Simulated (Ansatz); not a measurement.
Ideal-gas functions of BrFZn, SMILES `[F][Zn][Br]` at 600 K and 1 bar, from an Ansatz frequency run at PBE0-D4/def2-TZVP.

Molar mass 164.29 g/mol, point group C∞v (symmetry number 1), electronic degeneracy 1, moments of inertia 322.64 u Å². Harmonic wavenumbers (cm⁻¹, unscaled): 123, 123, 303, 687.

Use S(trans) = R[1.5 ln M + 2.5 ln T − 1.1517]; rotational temperatures θ = 24.2544 K / I; S(rot) = R[ln(T/σθ) + 1]; for each mode x = 1.438777 ν̃/T, S = R[x/(eˣ − 1) − ln(1 − e⁻ˣ)] and H = RT x/(eˣ − 1); 1 cm⁻¹ = 0.0119627 kJ/mol; R = 8.31446 J/(mol·K).

Problem. By hand: the entropy, in J/(mol·K).

Solution. Translation 187.0. Rotation: θ = 0.0752 K, giving 83.0. Vibration, mode by mode: 18.50, 18.50, 11.15, 5.04, in all 53.2. Electronic 0.0. Sum 323.2 J/(mol·K).

Problem. By hand: H − E and G − E in kJ/mol, counted from the electronic energy.

Solution. Zero-point energy ½ × 1236 × 0.0119627 = 7.4; thermal vibration 13.9; translation, rotation and pV give 3.5 RT = 17.5. H − E = 38.8 kJ/mol, and G − E = 38.8 − 600 × 323.2/1000 = -155.1 kJ/mol.

Vibration gives 16 % of the entropy, 37.0 J/(mol·K) of it from the modes under 150 cm⁻¹: soft modes count most, and the harmonic formula is weakest for them.
